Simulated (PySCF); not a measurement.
## Simulated absorption spectrum

Br2Cl2Si.
Structure used (PBE0-D3(BJ)/def2-SVP), in Å, numbered top down from 1:
```
atom  x, y, z in Å
Cl1   -1.055    0.101    1.757
Si2    0.008   -0.012    0.019
Cl3    1.694   -1.114    0.342
Br4   -1.205   -0.980   -1.534
Br5    0.575    2.011   -0.617
```

The calculation used TDDFT B3LYP/def2-SVPD, vertical, gas phase, core orbitals frozen in the response (PySCF 2.14.0, density-fitted response routines). Relativistic effects, spin–orbit coupling among them, are left out although an element past zinc is present.

Broadening: Gaussians 0.4 eV wide at half height, area fixed by f = 4.319×10⁻⁹ ∫ε dν̃. The width is an assumption, not a result. The curve ends short of the highest state used, and states not computed would add to its high-energy end.

(λ (nm), ε (L mol⁻¹ cm⁻¹)): (181.2, 4096), (182.6, 3346), (183.9, 2797), (185.3, 2403), (186.7, 2172), (188.1, 2020), (189.4, 1883), (190.8, 1697), (192.2, 1467), (193.6, 1219), (194.9, 1003), (196.3, 818), (197.7, 694), (199.1, 632), (200.4, 616), (201.8, 624), (203.2, 642), (204.6, 656), (205.9, 659), (207.3, 653), (208.7, 640), (210.1, 622), (211.4, 603), (212.8, 579), (214.2, 549), (215.6, 512), (216.9, 470), (218.3, 417), (219.7, 358), (221.1, 298), (222.4, 243), (223.8, 189), (225.2, 141), (226.6, 102), (227.9, 73), (229.3, 50), (230.7, 33), (232.1, 21), (233.4, 13), (234.8, 8), (236.2, 5), (237.6, 3), (238.9, 2), (240.3, 1)

Question: Locate the maxima and give the states behind the curve.

Answer: 206 nm (6.03 eV), ε about 660, made up of S1 (19%) and S3 (79%) (ε in L mol⁻¹ cm⁻¹; maxima over ε = 5, shares over 10%). At its high-energy end, 6.84 eV, the curve is still rising (ε about 4100, from S5 and S6). The states used: S1 5.76 eV (f 0.0063); S2 5.88 eV (f 0.0000); S3 6.08 eV (f 0.0081); S4 6.56 eV (f 0.025); S5 6.93 eV (f 0.024); S6 7.03 eV (f 0.062); S7 7.19 eV (f 0.0000); S8 7.29 eV (f 0.0017); S9 7.33 eV (f 0.0001); S10 7.44 eV (f 0.0055).

Question: What would ε be at 6.03 eV, the highest of these maxima, with half the width (0.2 eV)?

Answer: About 944 L mol⁻¹ cm⁻¹ against 659, a factor of about 1.4; a lone state at its own centre would give exactly 2.

Question: On this curve, what absorbance would a 10⁻³ mol/L sample give at 193 nm over a 1 cm path?

Answer: 193 nm is 6.424 eV, where ε is about 1300 L mol⁻¹ cm⁻¹, so A = ε c l ≈ 1.3 (Beer–Lambert, with the gas-phase spectrum and the assumed width).

Question: Coming from long wavelengths, where does ε first pass 100 L mol⁻¹ cm⁻¹?

Answer: At about 227 nm (5.47 eV), 0.29 eV below S1.

The vertical ionisation energy (ΔSCF) is 10.74 eV, 3.30 eV above S10.
